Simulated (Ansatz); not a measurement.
Two isomers of C4H9B: A = `CC1CBC1`, B = `B/C=C/CC`.

Calculated with Ansatz (gas phase, PBE0-D4/def2-TZVP geometries, no zero-point term in ΔE). CCSD(T)/CBS is the MP2 limit (def2-TZVPP, def2-QZVPP) plus CCSD(T) − MP2 in def2-TZVPP, frozen cores. Functionals use def2-TZVPP. B3LYP here is the variant with VWN-RPA as its local correlation; programs differ in this. One conformer a species, not always the lowest.

Problem. Which is lower in electronic energy at CCSD(T)/CBS, and by how much? (An estimate is asked.)

Solution. Ansatz gave: B, by 7.4 kJ/mol.

Problem. Give E(B) − E(A) in kJ/mol with r2SCAN-D4, HF/def2-TZVPP, B3LYP-D4, MP2/def2-TZVPP, PBE-D4, ωB97M-V, CCSD(T)/def2-TZVPP. (An estimate is asked.)

Solution. Ansatz gave: r2SCAN-D4 -3.8, HF/def2-TZVPP -36.6, B3LYP-D4 -21.5, MP2/def2-TZVPP -1.3, PBE-D4 0.3, ωB97M-V 0.1, CCSD(T)/def2-TZVPP -9.1. None reverses the order clearly.

Largest T1 diagnostic: 0.010.

In def2-TZVPP, CCSD(T) changes the Hartree–Fock value by +27.5 kJ/mol (the triples alone add −0.4 kJ/mol) and MP2 by +35.3 kJ/mol. From PBE to PBE0 (25 % exact exchange), in def2-TZVPP and without D4, E(B) − E(A) moves by +7.1 kJ/mol.
